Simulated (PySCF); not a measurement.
## Broadened absorption spectrum of C5H11N2P

Species: C5H11N2P.
SMILES: `P1(C=C1)(N(C)C)=NC`

Computed, not measured: PySCF, TDDFT PBE0/def2-SVPD, vertical, gas phase, core orbitals frozen in the response. The structure is a single GFN2-xTB conformer in the gas phase; no vibrational or solvent corrections. GFN2-xTB frequencies show an imaginary mode (25i cm⁻¹), so this geometry is no minimum at that level. Torsions of this conformer, `[CH3:1][N:2]=[P:3]1([N:4]([CH3:5])[CH3:6])[CH:7]=[CH:8]1`: N2–P3–N4–C5 -61°.

Computed states:

```csv
state,E (eV),f
S1,3.94,0.0031
S2,4.97,0.0015
S3,5.16,0.0002
S4,5.25,0.0036
S5,6.03,0.0030
S6,6.05,0.014
```

Each state is given a Gaussian of 0.25 eV full width at half maximum, with ε(max) = 2.175×10⁸ f / Δν̃ (Δν̃ the width in cm⁻¹). The width is an assumption, not a result. The curve ends short of the highest state used, and states not computed would add to its high-energy end.

Question: Give the broadened spectrum and its maxima.

Answer: 
E (eV), ε (L mol⁻¹ cm⁻¹) and a bar:
```
     3.57          1 
     3.65          8 #
     3.73         47 ####
     3.81        158 ############
     3.89        302 ########################
     3.97        326 #########################
     4.06        181 ##############
     4.14         59 #####
     4.22         11 #
     4.30          1 
     4.38          0 
     4.47          0 
     4.55          0 
     4.63          1 
     4.71          8 #
     4.79         37 ###
     4.87        102 ########
     4.96        173 #############
     5.04        199 ################
     5.12        269 #####################
     5.20        385 ##############################
     5.28        381 ##############################
     5.37        201 ################
     5.45         63 #####
```

Maxima: 315 nm (3.94 eV), ε about 340, made up of S1 (100%); 237 nm (5.24 eV), ε about 410, made up of S4 (94%) (ε in L mol⁻¹ cm⁻¹; maxima over ε = 5, shares over 10%).

Question: What would ε be at 5.24 eV, the highest of these maxima, with half the width (0.125 eV)?

Answer: About 775 L mol⁻¹ cm⁻¹ against 407, a factor of about 1.9; a lone state at its own centre would give exactly 2.

Question: Does any computed singlet lie in the visible range?

Answer: No computed singlet lies in the visible range (380 to 750 nm); the lowest, at 315 nm, stands 0.68 eV above its violet end (3.26 eV).

Question: On this curve, what absorbance would a 10⁻⁵ mol/L sample give at 254 nm over a 1 cm path?

Answer: 254 nm is 4.881 eV, where ε is about 110 L mol⁻¹ cm⁻¹, so A = ε c l ≈ 0.0011 (Beer–Lambert, with the gas-phase spectrum and the assumed width).
